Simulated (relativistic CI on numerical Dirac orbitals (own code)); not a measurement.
**Spin-allowed bands of a d8 ion in an octahedral site, by hand**

Problem. Take Δ = 11550 cm⁻¹ and B = 750 cm⁻¹ for a d8 ion in an octahedral site. Calculate the three spin-allowed bands.

Working.
1. The terms of highest spin are 3F (energy 0) and 3P (15B = 11250 cm⁻¹). Here the F term splits into A2 at −1.2Δ = -13860, T2 at −0.2Δ = -2310 and T1 at +0.6Δ = 6930 cm⁻¹.
2. The two T1 states mix through the element 0.4Δ: H = [[6930, 4620], [4620, 11250]], with roots ½(H₁₁ + H₂₂) ∓ ½√[(H₂₂ − H₁₁)² + 4H₁₂²] = ½(18180) ∓ ½(10200) = 3990 and 14190 cm⁻¹.
3. The ground term is 3A2 at -13860 cm⁻¹.
4. Bands: 3T2 11550 cm⁻¹ (866 nm), 3T1(F) 17850 cm⁻¹ (560 nm), 3T1(P) 28050 cm⁻¹ (357 nm).

Check. Exact diagonalisation of the whole d8 shell with these parameters gives 3T2 11550, 3T1 17850, 3T1 28050 cm⁻¹. The match is exact, since without spin-orbit coupling no other term has this spin. The ratio of the second band to the first, 1.545, depends on Δ/B = 15.4 alone, which is how a Tanabe-Sugano diagram is read.
